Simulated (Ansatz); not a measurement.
Molecule: S₂O, charge 0, multiplicity 1. 
Geometry from a B3LYP-D3(BJ)/def2-TZVP (Ansatz, a first-principles code) optimisation:
```xyz
3

S     -1.2713    -0.2700    -0.0085
S      0.6249    -0.2533     0.0083
O      1.2928     1.0466     0.0004
```
Charge 0, spin multiplicity 1.

Property: vertical triplet-singlet gap (E(triplet) - E(singlet); each state is the SCF solution reached for its spin; for the singlet the Hartree-Fock reference is unstable and T1 is 0.022), in eV. Valence correlation only, unless marked. Open shells are spin-unrestricted. Spin-orbit coupling is left out. No relativistic terms. Basis-set limits of correlation are two-point, X^-3; Hartree-Fock from the larger set. [CCSD(T)-MP2]/basis is that difference in the basis named.

| level | program | vertical triplet-singlet gap (eV) |
|---|---|---|
| CAM-B3LYP/def2-TZVPD | Ansatz | 1.76 |
| wB97X-V/def2-TZVPD | Ansatz | 1.81 |
| MP2/aug-cc-pV(T+d)Z | Ansatz | 2.48 |
| RI-MP2/aug-cc-pV(T+d)Z | Ansatz | 3.04 |

Q: Estimate the value at RI-MP2/CBS(aug-cc-pV(T+d)Z,aug-cc-pV(Q+d)Z)+[CCSD(T)-MP2]/aug-cc-pV(T+d)Z as computed with Ansatz.

A: 2.72 eV
